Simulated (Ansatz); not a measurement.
The first iterations of a band of C$_{3}$H$_{8}$N$_{2}$Si (14 atoms, charge 0, multiplicity 1).

Level of theory: Ansatz, RHF/def2-SVP.

- movable images: 5
- climbing image: yes
- spring: 5.0 eV/Å²
- optimiser: quadratic models (default)
- start path: IDPP
- force threshold: 0.03 eV/Å
- iteration limit: 60
- end points: relaxed

Initial state:

```xyz
14
Properties=species:S:1:pos:R:3
C -0.939 -0.899 1.053
N 0.160 -0.397 0.270
C 1.435 -1.071 0.376
C 0.023 0.659 -0.542
N 0.861 1.249 -1.310
Si -0.686 2.040 -1.419
H -1.825 -0.298 0.869
H -1.166 -1.938 0.794
H -0.711 -0.861 2.122
H 2.153 -0.571 -0.267
H 1.350 -2.116 0.066
H 1.802 -1.047 1.405
H -0.922 3.349 -0.786
H -1.548 1.873 -2.602
```

Final state:

```xyz
14
Properties=species:S:1:pos:R:3
C -0.967 -0.946 0.984
N 0.125 -0.453 0.187
C 1.291 -1.295 0.035
C 0.074 0.739 -0.421
N 0.920 1.342 -1.170
Si -0.500 2.333 -0.977
H -1.372 -1.874 0.570
H -0.646 -1.147 2.010
H -1.763 -0.206 1.013
H 2.022 -0.780 -0.580
H 1.028 -2.242 -0.445
H 1.738 -1.518 1.007
H -0.486 3.527 -0.115
H -1.476 2.491 -2.068
```

| iteration | highest image above the first end (eV) | largest band force component (eV/Å) |
| --- | --- | --- |
| 1 | 0.164 | 0.986 |
| 2 | 0.068 | 0.255 |

Does the band converge within its limit, and where does its top end?

The run converged. It ended after 7 iterations with the highest image 0.066 eV above the first end. A vibrational analysis at the climbing image gives one clearly imaginary mode, 182i cm⁻¹: a first-order saddle point.

The run took 87 s on 2 threads of Arm Neoverse V1 (shared host), peak memory 0.3 GiB.
